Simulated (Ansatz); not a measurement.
`C[Si](N)(O)F` + `C#[C][Ge]([F])([F])[O]C` → `CO[Si](C)(N)O` + `C#[C][Ge]([F])([F])[F]`  (redistribution)

Computed with Ansatz on PBE0-D4/def2-TZVP structures; ΔE is electronic, products minus reactants. CCSD(T)/CBS is the MP2 limit (def2-TZVPP, def2-QZVPP) plus CCSD(T) − MP2 in def2-TZVPP, frozen cores. Functionals use def2-TZVPP. For Ge outer-core shells are correlated without core-valence functions, which leaves a few kJ/mol of doubt a bond. Scalar relativity is left out up to krypton. Each species was taken in one conformer, which may not be the lowest.

Problem. Is it downhill or uphill in electronic energy at CCSD(T)/CBS, and by how much? (An estimate is asked.)

Solution. Ansatz gave: Uphill: ΔE = +0.36 eV.

Problem. What do these levels give: PBE-D4, CCSD/def2-TZVPP, SCS-MP2/def2-QZVPP, HF/CBS(def2), MP2/CBS(def2), CCSD/CBS(def2)? (Best estimate.)

Solution. Ansatz gave: PBE-D4 0.31, CCSD/def2-TZVPP 0.34, SCS-MP2/def2-QZVPP 0.35, HF/CBS(def2) 0.34, MP2/CBS(def2) 0.37, CCSD/CBS(def2) 0.37 eV.

Largest T1 diagnostic among the species: 0.013.
